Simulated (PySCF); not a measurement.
# Spin-rotation constants: SMILES CC[C@@H]1OC(=O)O[C@H]1F, C$_{5}$H$_{7}$FO$_{3}$

Molfile (atoms numbered from 1):
```
C5H7FO3
     RDKit          3D

 16 16  0  0  0  0  0  0  0  0999 V2000
   -2.0616    0.6956    0.5070 C   0  0  0  0  0  0  0  0  0  0  0  0
   -1.0620   -0.1523   -0.2697 C   0  0  0  0  0  0  0  0  0  0  0  0
    0.2401   -0.3184    0.5116 C   0  0  2  0  0  0  0  0  0  0  0  0
    0.8957    0.9304    0.6789 O   0  0  0  0  0  0  0  0  0  0  0  0
    2.0400    0.9666   -0.0069 C   0  0  0  0  0  0  0  0  0  0  0  0
    2.7596    1.8974   -0.0966 O   0  0  0  0  0  0  0  0  0  0  0  0
    2.2566   -0.2330   -0.6276 O   0  0  0  0  0  0  0  0  0  0  0  0
    1.3040   -1.1506   -0.2347 C   0  0  1  0  0  0  0  0  0  0  0  0
    1.8712   -2.0660    0.6128 F   0  0  0  0  0  0  0  0  0  0  0  0
   -1.6279    1.6650    0.7358 H   0  0  0  0  0  0  0  0  0  0  0  0
   -2.9628    0.8450   -0.0805 H   0  0  0  0  0  0  0  0  0  0  0  0
   -2.3320    0.2071    1.4396 H   0  0  0  0  0  0  0  0  0  0  0  0
   -1.4742   -1.1443   -0.4617 H   0  0  0  0  0  0  0  0  0  0  0  0
   -0.8389    0.3232   -1.2273 H   0  0  0  0  0  0  0  0  0  0  0  0
    0.0516   -0.7409    1.5043 H   0  0  0  0  0  0  0  0  0  0  0  0
    0.9331   -1.7157   -1.0973 H   0  0  0  0  0  0  0  0  0  0  0  0
  1  2  1  0
  2  3  1  0
  3  4  1  0
  4  5  1  0
  5  6  2  0
  5  7  1  0
  7  8  1  0
  8  9  1  0
  8  3  1  0
  1 10  1  0
  1 11  1  0
  1 12  1  0
  2 13  1  0
  2 14  1  0
  3 15  1  1
  8 16  1  6
M  END
```

Computed with GIAO CAM-B3LYP/pcSseg-1 magnetisability, rotational g tensor and spin-rotation constants, non-relativistic, gas phase (PySCF 2.14.0). Geometry: GFN2-xTB.

Q: Give the nuclear spin-rotation constants along the inertial axes (H = +C I·J) beside the isotropic shieldings.

A: Rotational constants 2.2186, 1.4357, 0.9772 GHz. A star marks the isotopologue with that one atom substituted, in its own axes.
```csv
atom,isotope,Caa (kHz),Cbb (kHz),Ccc (kHz),mean (kHz),σ (ppm)
F9,19F,1.663,1.400,1.060,1.374,308.1
H10,1H,-0.204,-0.004,-0.099,-0.102,30.1
H11,1H,-0.061,-0.159,-0.064,-0.095,30.5
H12,1H,-0.207,-0.126,-0.027,-0.120,30.8
H13,1H,-0.199,-0.007,-0.108,-0.105,30.3
H14,1H,-0.223,-0.128,-0.016,-0.122,30.4
H15,1H,-0.195,-0.136,0.022,-0.103,27.4
H16,1H,-0.200,-0.085,0.015,-0.090,25.9
C1,13C*,0.300,0.202,0.125,0.209,172.6
C2,13C*,0.371,0.231,0.162,0.255,153.1
C3,13C*,0.601,0.316,0.257,0.391,95.8
O4,17O*,-0.303,-0.384,-0.139,-0.275,174.2
C5,13C*,0.809,0.462,0.375,0.548,24.6
O6,17O*,-0.807,-0.553,-0.169,-0.509,19.9
O7,17O*,-0.546,-0.294,-0.188,-0.343,134.5
C8,13C*,0.629,0.436,0.278,0.448,68.4
```
For the geometry as given, no vibrational averaging.
